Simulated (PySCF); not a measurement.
C2H9PSSi2.
Numbering: `[PH2:1][SiH2:2][S:3][SiH:4]1[CH2:5][CH2:6]1`

Cartesian coordinates in Å at the GFN2-xTB level; atoms count from 1:
```xyz
15
C2H9PSSi2 angstrom
P      2.2867   -0.4344    0.7616
Si     1.6727    0.9420   -0.8955
S      0.4155   -0.0484   -2.3303
Si    -1.3804   -0.6210   -1.2899
C     -1.4307   -0.8784    0.5700
C     -2.0932    0.4341    0.0931
H      3.0213   -1.2841   -0.0476
H      3.3999    0.3156    1.0959
H      0.9394    2.0574   -0.3003
H      2.7535    1.4215   -1.7491
H     -2.1765   -1.3566   -2.2435
H     -2.1014   -1.6109    0.9951
H     -0.5374   -0.7675    1.1724
H     -3.1632    0.4899    0.2309
H     -1.6105    1.3486    0.4096
```

NICS is the negative of the GIAO shielding at a point without a nucleus: at the ring centre (0) and 1 Å above and below it (1); zz is the component along the ring normal. Level: GIAO PBE0/pcSseg-1 (PySCF, non-relativistic, gas phase) on the GFN2-xTB geometry, one conformer.

Ring bond lengths (Å), with Mayer bond orders in brackets: Si4–C5 1.878 (0.96), C5–C6 1.546 (0.88), C6–Si4 1.880 (0.94).

Q: What do the NICS probes read (ppm)?

A: 
```csv
ring,type,NICS(0),"NICS(1), two faces","NICS(1)zz, two faces",rms pucker (Å),"centre to ring atoms, mean (Å)"
Si4–C5–C6,3-membered ring with Si; formal bonds all single,-23.0,-7.2 / -6.4,-15.5 / -13.4,0.00,1.02
```

Q: What can be read from them?

A: 
- Si4–C5–C6: mean NICS(1)zz -14.4 ppm, shielded. Si4, C5, C6 have four or more neighbours, so the value isn't read as a sign of a π ring current. NICS(0) lies 16 ppm below the mean NICS(1).

Q: What is the mean of the two in-plane components of NICS at the first NICS(1) probe listed for ring Si4–C5–C6, 1 Å off the ring?

A: The isotropic value is a third of the trace: (3 × -7.2 − (-15.5))/2 = -3.1 ppm.

Q: Give the inner angles of the rings and the Hirshfeld charges of the ring atoms.

A: 
- Si4–C5–C6: Si4 48.6° (+0.298 e), C5 65.8° (-0.174 e), C6 65.7° (-0.173 e); sum 180.0° against 180° for a flat convex ring.
